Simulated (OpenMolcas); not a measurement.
Re5+ (d2) among equal point charges was computed by CASSCF with the d shell active (OpenMolcas, ANO-RCC-VTZP on the metal). Its lowest spin-free states, and all those of the highest spin:

| 2S+1 | Degeneracy | E (cm-1) |
| --- | --- | --- |
| 3 | 1 | 0.0 |
| 3 | 2 | 835.3 |
| 3 | 1 | 2592 |
| 3 | 2 | 5356 |
| 3 | 1 | 6074 |
| 1 | 1 | 11049 |
| 1 | 1 | 11867 |
| 1 | 2 | 14132 |
| 1 | 1 | 14273 |
| 3 | 2 | 15064 |
| 1 | 1 | 17635 |
| 1 | 2 | 17913 |
| 3 | 1 | 24034 |

Question: Is the site octahedral, tetrahedral or cube-like, axial, or of lower symmetry?

Answer: The states with 2S+1 = 3 have orbital degeneracies 1, 2, 1, 2, 1, 2, 1. There are pairs but no triples, so the site is axial: not cubic, but with a proper or improper axis of order three or more. The run had Re5+ among 4 point charges of -0.75 e arranged as a square (D4h), 2.06 Å from the ion.

Spin-orbit coupling mixes the spin-free states strongly: the lowest level takes only 52 % from its leading state, 3E, which lies 835 cm-1 above the lowest spin-free state. Without dynamic correlation the repulsion within the d shell is too large (B by tens of per cent), so at a given field states of lower spin stand too high. Point charges carry no covalency, so the field is a model and not that of real ligands. No measured value stands beside these numbers.
